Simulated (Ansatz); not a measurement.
NiH, multiplicity 2 (the spin of the measured ground state), most abundant isotopes (57.9353 and 1.0078 u). Constants from fifth-degree fits in 1/R to seven points on the lowest solution found; no spin–orbit coupling, no relativity up to Kr; ω_e x_e and α_e move by some per cent with the fit.

Correlated levels freeze the inner cores; with def2 sets outer-core shells near the valence are correlated too. CBS(a, b) extrapolates the correlation energy as X⁻³ and adds the Hartree–Fock energy of set b.

Codes used: Ansatz (Gaussian orbitals). Each number belongs to the level named beside it.

```json
[
 {"level": "PBE/def2-TZVPP", "r_e (Å)": "1.4682", "ω_e (cm⁻¹)": "1942.2", "ω_e x_e (cm⁻¹)": "34.9", "α_e (cm⁻¹)": "0.244"},
 {"level": "CCSD(T)/CBS(def2-TZVPP, def2-QZVPP)", "r_e (Å)": "1.4875", "ω_e (cm⁻¹)": "1987.1", "ω_e x_e (cm⁻¹)": "52.0", "α_e (cm⁻¹)": "0.221"}
]
```

D_e from total energies of the atoms and the molecule: 2.90 eV at PBE/def2-TZVPP.

Q: Derive the rotational constants, the centrifugal constant, the fundamental, the zero-point energy and the force constant, and test the Morse rule for the well depth.

A: 
μ = 0.99059 u.
- PBE/def2-TZVPP: B_e = 16.8576/(μ r_e²) = 7.8945 cm⁻¹; B₀ = B_e − α_e/2 = 7.7727 cm⁻¹; D = 4B_e³/ω_e² = 5.22e-04 cm⁻¹; fundamental ω_e − 2ω_e x_e = 1872 cm⁻¹; zero-point energy ω_e/2 − ω_e x_e/4 = 962 cm⁻¹; k = μ(2πcω_e)² = 220 N/m; a Morse well would hold ω_e²/(4ω_e x_e) = 3.35 eV against the computed D_e of 2.90 eV
- CCSD(T)/CBS(def2-TZVPP, def2-QZVPP): B_e = 16.8576/(μ r_e²) = 7.6909 cm⁻¹; B₀ = B_e − α_e/2 = 7.5803 cm⁻¹; D = 4B_e³/ω_e² = 4.61e-04 cm⁻¹; fundamental ω_e − 2ω_e x_e = 1883 cm⁻¹; zero-point energy ω_e/2 − ω_e x_e/4 = 981 cm⁻¹; k = μ(2πcω_e)² = 230 N/m

Ansatz is a first-principles code.
